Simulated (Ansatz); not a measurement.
`F[CH]1[SiH2][GeH2]1` and `N[C]1(F)[SiH2][GeH2]1` differ in one atom or group.

Ansatz, PBE0-D4/def2-TZVP geometries, multiplicity 1. Each molecule was computed in one conformer, which needn't be the lowest.

Scalar relativity is left out up to krypton.

```json
{"property": "HOMO energy (B3LYP/def2-TZVPP) / eV", "`F[CH]1[SiH2][GeH2]1`": "-6.70"}
{"property": "LUMO energy (PBE0/def2-TZVPP) / eV", "`F[CH]1[SiH2][GeH2]1`": "-0.57"}
{"property": "HOMO energy (PBE/def2-TZVPP) / eV", "`F[CH]1[SiH2][GeH2]1`": "-5.83"}
{"property": "size of the dipole moment (PBE/def2-TZVPP) / D", "`F[CH]1[SiH2][GeH2]1`": "1.40"}
{"property": "HOMO–LUMO gap (PBE/def2-TZVPP) / eV", "`F[CH]1[SiH2][GeH2]1`": "4.45"}
{"property": "LUMO energy (ωB97M-V/def2-TZVPP) / eV", "`F[CH]1[SiH2][GeH2]1`": "1.15"}
```

(1) Give the same properties after the change, and the shifts. (Best estimate.)

## Answers

(1) Computed: 
| property | `N[C]1(F)[SiH2][GeH2]1` | shift |
| --- | --- | --- |
| HOMO energy (B3LYP/def2-TZVPP) / eV | -6.55 | 0.15 |
| LUMO energy (PBE0/def2-TZVPP) / eV | -0.49 | 0.08 |
| HOMO energy (PBE/def2-TZVPP) / eV | -5.63 | 0.20 |
| size of the dipole moment (PBE/def2-TZVPP) / D | 1.31 | -0.09 |
| HOMO–LUMO gap (PBE/def2-TZVPP) / eV | 4.34 | -0.11 |
| LUMO energy (ωB97M-V/def2-TZVPP) / eV | 1.19 | 0.04 |

With PBE0 the HOMO rises by 0.15 eV and the LUMO rises by 0.08 eV, so the gap narrows by about 0.07 eV. PBE moves the HOMO by 0.20 eV and ωB97M-V by 0.13 eV. Dipoles are sizes alone; their direction can turn.

B3LYP here is the variant with VWN-RPA as its local correlation; programs differ in this.
